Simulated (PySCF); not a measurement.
Coordinates in bohr (charge 0 multiplicity 3):
```
Ru   -0.1119    0.0000   -0.0680
O    -2.7565    0.0000   -1.6769
F    -0.0792    0.0000    3.4215
F     3.0020    0.0000   -1.6435
```

These are results of UPBE0 in PySCF with Ru def2-TZVP with ECP28, O def2-TZVP, F def2-TZVP; scalar-relativistic core potentials, no spin–orbit coupling; density-fitted integrals, not measurements.

This geometry of RuOF₂ is a stationary point at this level.

Question: What is the point group?

Answer: C2v.

Question: Is it a minimum?

Answer: Yes: all harmonic wavenumbers are real.

Question: Which band is strongest in the infrared?

Answer: 674 cm⁻¹ (b2), 165 km/mol.

Question: What are the dipole moment and the gap between the highest occupied and lowest empty levels of either spin?

Answer: 0.67 D and 3.62 eV.

Question: What is the atomisation energy, with and without zero-point energy?

Answer: 1279 kJ/mol without, 1261 kJ/mol with.

Other isomers or separated fragments may lie lower. Open d and f shells are described by one determinant, and the ground state may have another occupation or spin.
